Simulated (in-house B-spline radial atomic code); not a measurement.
Values are calculated unless marked as measured or tabulated.
# Work functions and surface energies across electron densities: Al, Sn, In, Mg, Cu, Au, Ca

The positive ions are smeared into a uniform slab; the electrons are solved self-consistently in the LDA (PW92) on a fine grid across the film. Stabilised jellium adds, inside the slab, the constant potential −n de/dn that makes the bulk stable at the metal's density. No lattice, so no dependence on crystal face. Atomic units unless named.

Thick-film averages; measured work functions from the table in Wikipedia's article on work functions.

```tsv
metal	r_s (bohr)	Φ jellium (eV)	Φ stabilised (eV)	Φ measured (eV)	σ jellium (J/m²)	σ stabilised (J/m²)
Al	2.07	3.77	4.26	4.06 to 4.26	-0.608	0.922
Sn	2.22	3.72	4.15	4.42	-0.235	0.802
In	2.41	3.64	4.00	4.09	0.022	0.668
Mg	2.65	3.53	3.81	3.66	0.167	0.531
Cu	2.67	3.52	3.79	4.53 to 5.10	0.174	0.521
Au	3.01	3.35	3.54	5.10 to 5.47	0.225	0.381
Ca	3.27	3.23	3.36	2.87	0.220	0.304
```

Question: Where do the two models part, and which lies nearer to measurement?

Answer: They differ by +0.49 eV for Al and +0.13 eV for Ca; the stabilising potential vanishes near r_s = 4.2, where jellium is in equilibrium. Against the middle of the measured ranges the mean absolute misses are 0.75 eV (jellium) and 0.55 eV (stabilised). The largest miss of the stabilised model is -1.74 eV, for Au, a noble metal whose d shell the model lacks. Plain jellium has a negative surface energy for Al, Sn.
